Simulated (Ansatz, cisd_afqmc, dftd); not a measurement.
System: SbCl₃, charge 0, singlet. SbCl3 (SMILES [Sb]([Cl])([Cl])[Cl]).
B3LYP-D3(BJ)/def2-TZVP minimum from Ansatz (a quantum-chemistry and plane-wave program):
```
Sb
Cl 1 2.3593
Cl 1 2.3593 2 97.88
Cl 1 2.3593 2 97.88 3 -99.14
```
Charge 0, spin multiplicity 1.

Wanted: atomisation energy (electronic, to ground-state atoms), in kcal/mol. Open shells are spin-unrestricted; no spin-orbit coupling. Cores are frozen in correlated methods (noble-gas shells, and filled d and f shells in the p block). Past Kr the def2 sets carry scalar-relativistic core potentials. AFQMC/CISD: phaseless, guided by CISD from CCSD amplitudes; bars are statistical, one sigma. Outlying blocks are dropped, and bars are widened where a walk drifts. Over all cases where full CI ran beside it in this data, AFQMC minus full CI had a median of +0.1 mEh and passed +0.4 mEh in a tenth of the cases. CBS(X,Y): correlation extrapolated as X^-3, Hartree-Fock from the larger set. A bracket is a step between two methods taken in the basis named. Spin-orbit terms, left out, reach several kcal/mol for Br and I, and more for heavier atoms.

```json
[
 {"level": "PBE0-D3(BJ)/def2-TZVPD", "program": "Ansatz + dftd3", "atomisation energy (kcal/mol)": "232.0"},
 {"level": "B2GP-PLYP-D3(BJ)/def2-TZVPD", "program": "Ansatz + dftd3", "atomisation energy (kcal/mol)": "227.3"},
 {"level": "MP2/def2-SVP", "program": "Ansatz", "atomisation energy (kcal/mol)": "191.5"},
 {"level": "CCSD/def2-QZVPP", "program": "Ansatz", "atomisation energy (kcal/mol)": "213.3"},
 {"level": "AFQMC/CISD/def2-TZVPP", "program": "cisd_afqmc", "atomisation energy (kcal/mol)": "212.9 ± 0.3"},
 {"level": "CCSD(T)/CBS(def2-TZVPP,def2-QZVPP) + [AFQMC/CISD - CCSD(T)]/def2-TZVPP", "program": "Ansatz + cisd_afqmc", "atomisation energy (kcal/mol)": "231.0 ± 0.3"}
]
```
